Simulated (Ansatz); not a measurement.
These are B3LYP-D3(BJ)/def2-TZVP run with Ansatz (a quantum-chemistry and plane-wave program) values and carry that method's errors. No frequencies were computed at this level.

Ansatz 0.2 input:
```yaml
crystal:
  periodic: [false, false, false]
  atoms:
    - { symbol: Cl, position_ang: [2.042936, -0.405188, -0.000006] }
    - { symbol: In, position_ang: [-0.008678, 0.852003, -0.000001] }
    - { symbol: Cl, position_ang: [-2.034259, -0.446815, 0.000008] }
basis:
  gaussian: { orbitals: def2-tzvp }
hamiltonian:
  xc: b3lyp
  dispersion: d3bj
relax:
  max_steps: 150
magnetization:
  spin_polarized: true
  initial_magnetization: 1
```

Output:

```
Functional definition: B3LYP
991 factors; their error is unknown
mean field evaluation 1: about -30222.9252 eV, gradient 1.9e1 eV
mean field evaluation 2: about -30218.9090 eV, gradient 3.4e1 eV
mean field evaluation 4: about -30224.8843 eV, gradient 1.1e0 eV
mean field evaluation 8: about -30224.9872 eV, gradient 3.5e-2 eV
mean field evaluation 16: about -30224.9872 eV, gradient 3.5e-5 eV
mean field -30224.98718218 eV, -1110.7477917130 hartree, gradient 3.5e-5 eV, S^2 0.753515; 0 other end points of the search recorded, 0 dependent functions left out
reference -30224.98741972 eV, -1110.7478004424 hartree; 28, 27 occupied and 96, 97 virtual orbitals, 991 factors
relax step   1: F+E_penalty+E_count = -30225.14555713 eV  Δ(F+E_penalty+E_count) = +0.000e0 eV  max|allowed force component| = 3.054e-1 eV/Å  Δτ_max = 0.0000 Å  (32 SCF iters, accepted)
these checks for a lower state are left out or cut short: starts, cluster_reference, orbital_swaps, neighbouring_geometries, increment
991 factors; their error is unknown
mean field -30224.99586123 eV, -1110.7481106623 hartree, gradient 1.8e-5 eV, S^2 0.753327; 0 other end points of the search recorded, 0 dependent functions left out
reference -30224.99609837 eV, -1110.7481193771 hartree; 28, 27 occupied and 96, 97 virtual orbitals, 991 factors
relax step   2: F+E_penalty+E_count = -30225.15382353 eV  Δ(F+E_penalty+E_count) = -8.266e-3 eV  max|allowed force component| = 2.136e-2 eV/Å  Δτ_max = 0.0418 Å  (35 SCF iters, accepted)
these checks for a lower state are left out or cut short: starts, cluster_reference, orbital_swaps, neighbouring_geometries, increment
991 factors; their error is unknown
mean field evaluation 32: about -30224.9967 eV, gradient 1.2e-5 eV
mean field -30224.99673953 eV, -1110.7481429393 hartree, gradient 1.2e-5 eV, S^2 0.753352; 0 other end points of the search recorded, 0 dependent functions left out
reference -30224.99697681 eV, -1110.7481516590 hartree; 28, 27 occupied and 96, 97 virtual orbitals, 991 factors
relax step   3: F+E_penalty+E_count = -30225.15419978 eV  Δ(F+E_penalty+E_count) = -3.762e-4 eV  max|allowed force component| = 4.952e-3 eV/Å  Δτ_max = 0.0127 Å  (35 SCF iters, accepted)
991 factors; their error is unknown
mean field -30224.99673953 eV, -1110.7481429393 hartree, gradient 1.2e-5 eV, S^2 0.753352; 1 other end points of the search recorded, 0 dependent functions left out
reference -30224.99697681 eV, -1110.7481516590 hartree; 28, 27 occupied and 96, 97 virtual orbitals, 991 factors
Total energy: -30225.15443706 eV, -1110.7539382164 hartree
Atom 0 at     2.066132    -0.378580    -0.000006 Å, force     0.004933     0.000724    -0.000000 eV/Å
Atom 1 at    -0.008158     0.799255    -0.000001 Å, force     0.000020    -0.001344     0.000000 eV/Å
Atom 2 at    -2.057975    -0.420674     0.000008 Å, force    -0.004952     0.000620     0.000000 eV/Å
Dipole moment:    -0.005619     0.550481    -0.000001 e Å
```

Cost: around 15 core-seconds (rough).
